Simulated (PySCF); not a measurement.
# What settings do to a single point of Au3

The sound run of Au3 (doublet) uses PySCF 2.14.0, UKS TPSS, Au def2-SVP with ECP60; non-relativistic Hamiltonian with scalar-relativistic core potentials where named; density fitting; no spin-orbit coupling, grid (50, 194), threshold 1e-8 Eh and 55 cycles, at the relaxed geometry:

```xyz
3

Au    0.0000    0.0000    2.5975
Au    0.0000    0.0000    0.0000
Au    0.0000    0.0000   -2.5975
```

There Au1 has a Mulliken charge of 0.13 e and the dipole about the centre of mass is 0.00 D. Each run below changes one thing and starts from free metal ions and neutral atoms unless it says otherwise; with 55 cycles, smearing, a level shift and second-order steps follow where DIIS fails, and their cycles count. Energy shifts count from the sound run.

| change | outcome | cycles | energy shift (eV) | largest force component (eV/Å) | charge on Au1 (e) | dipole about the centre of mass (D) |
| --- | --- | --- | --- | --- | --- | --- |
| all coordinates × 1.12 | converged | 10 | 0.51 | 1.26 | 0.07 | 0.00 |
| start from a density of up to 30 smeared cycles (not counted) | converged | 10 | 0.0000 | 0.00 | 0.13 | 0.00 |

**Question.** One further run converged with energy shift (eV) 4.66, largest force component (eV/Å) 15.19, charge on Au1 (e) 0.06, dipole about the centre of mass (D) 0.00. Which change was it?
A. grid (10, 14)
B. charge changed by +1, spin kept, limit 100 cycles
C. threshold 1e-05

**Answer.** A.

**Question.** And the other changes listed?

**Answer.** 
| change | outcome | cycles | energy shift (eV) | largest force component (eV/Å) | charge on Au1 (e) | dipole about the centre of mass (D) |
| --- | --- | --- | --- | --- | --- | --- |
| charge changed by +1, spin kept, limit 100 cycles | refused | – | – | – | – | – |
| threshold 1e-05 | converged | 7 | 0.0000 | 0.00 | 0.13 | 0.00 |

Unsound on purpose, so not properties of the compound: grid (10, 14).

Started from ions, an open shell can land on another state than the sound run's, and that then enters the shifts.

Forces carry noise of the integration grid, about 0.01 to 0.03 eV/Å.

No frequency check is given that shows the relaxed geometry to be a minimum. Open shells may have lower solutions than the one found.
